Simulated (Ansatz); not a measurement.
Consider the formal exchange of groups at a B–O bond: `[CH3][Al]([Cl])[BH]O` + `CC(C)C(C)S` → `[CH3][Al]([Cl])[BH]S` + `CC(C)C(C)O`.

Gas-phase electronic energies from Ansatz, PBE0-D4/def2-TZVP geometries. CCSD(T)/CBS is the MP2 limit (def2-TZVPP, def2-QZVPP) plus CCSD(T) − MP2 in def2-TZVPP, frozen cores. DFT in def2-TZVPP. One conformer a species, not always the lowest.

`[CH3][Al]([Cl])[BH]O`:

Cartesian coordinates in Å:
```
C 1.198 -1.127 1.109
Al -0.232 0.122 0.677
Cl -1.490 0.656 2.301
B -0.697 1.077 -1.186
O -1.271 0.334 -2.165
H 0.790 -2.037 1.560
H 1.788 -1.416 0.235
H 1.877 -0.690 1.848
H -0.491 2.247 -1.413
H -1.471 0.833 -2.964
```

`CC(C)C(C)S`:

Z-matrix (Å, degrees):
```
C
C 1 1.524
H 1 1.095 2 110.9
H 1 1.092 2 110.1 3 118.8
H 1 1.091 2 112.6 3 -121.2
C 2 1.523 1 109.7 3 -66.8
C 2 1.533 1 111.2 3 57.5
H 2 1.098 1 108.3 3 175.0
H 6 1.092 2 110.4 1 -55.6
H 6 1.091 2 112.4 1 -176.1
H 6 1.095 2 110.6 1 63.6
C 7 1.517 2 113.5 1 56.5
S 7 1.830 2 107.9 1 179.1
H 7 1.096 2 108.0 1 -65.3
H 12 1.092 7 111.1 2 -63.5
H 12 1.092 7 111.0 2 177.1
H 12 1.093 7 110.7 2 57.3
H 13 1.342 7 96.3 2 -170.3
```

`[CH3][Al]([Cl])[BH]S`:

```xyz
10

C    -0.763   -0.975    1.108
Al   -0.756    0.573   -0.075
Cl   -2.433    1.855    0.012
B     0.852    1.047   -1.369
S     2.380    0.170   -1.264
H    -1.773   -1.226    1.437
H    -0.326   -1.860    0.636
H    -0.171   -0.770    2.007
H     0.878    1.892   -2.215
H     2.111   -0.705   -0.276
```

`CC(C)C(C)O`:

Z-matrix (Å, degrees):
```
C
C 1 1.522
H 1 1.095 2 110.9
H 1 1.091 2 112.6 3 -121.1
H 1 1.092 2 110.3 3 118.8
C 2 1.522 1 110.5 3 -66.8
C 2 1.525 1 111.8 3 57.1
H 2 1.098 1 108.8 3 174.3
H 6 1.095 2 110.5 1 60.3
H 6 1.093 2 110.7 1 -58.8
H 6 1.090 2 111.3 1 -179.6
C 7 1.517 2 113.8 1 56.8
O 7 1.420 2 106.7 1 178.7
H 7 1.103 2 107.6 1 -63.9
H 12 1.094 7 110.4 2 175.3
H 12 1.091 7 111.8 2 -65.5
H 12 1.093 7 110.4 2 55.8
H 13 0.960 7 108.3 2 -177.6
```

CCSD(T)/CBS gives +51.0 kJ/mol.

(1) Another level gave +50.3 kJ/mol. Which?
A. ωB97M-V/def2-TZVPP
B. PBE0-D4/def2-TZVPP
C. MP2/def2-TZVPP
D. r2SCAN/def2-TZVPP

Largest T1 diagnostic among the species: 0.013.

Results:

(1) A. ωB97M-V 50.3, PBE0-D4 45.6, MP2/def2-TZVPP 55.7, r2SCAN 41.6 kJ/mol.
